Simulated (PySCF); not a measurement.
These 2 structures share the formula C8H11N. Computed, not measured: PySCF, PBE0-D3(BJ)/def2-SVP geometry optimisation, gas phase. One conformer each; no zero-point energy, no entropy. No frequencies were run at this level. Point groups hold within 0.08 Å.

**Question.** Order them by energy at this level, lowest first, and give relative energies in kJ/mol.
A. `[CH3:1][CH:2]([CH3:3])[c:4]1[cH:5][cH:6][n:7][cH:8][cH:9]1` with C1–C2–C4–C5 -62°
B. `[CH:1]#[C:2][CH:3]1[CH2:4][CH2:5][C:6](=[NH:7])[CH2:8][CH2:9]1` with C2–C3–C4–C5 -68°, C3–C4–C5–C6 -54°, C4–C5–C6–N7 -128°, C5–C6–C8–C9 -51°

**Answer.** A (0.0), B (205.3).

As drawn, the lower has an aromatic ring, which the higher lacks; the higher has a C≡C bond, a C=N bond and an N–H bond, which the lower lacks.

| SMILES | E (Eh) | E rel (kJ/mol) | dipole (D) | point group | A, B, C (MHz) |
| --- | --- | --- | --- | --- | --- |
| CC(C)c1ccncc1 | -365.54554 | 0.0 | 2.74 | Cs | 3470, 1081, 1003 |
| C#CC1CCC(=N)CC1 | -365.46735 | 205.3 | 2.13 | – | 2903, 1212, 1127 |
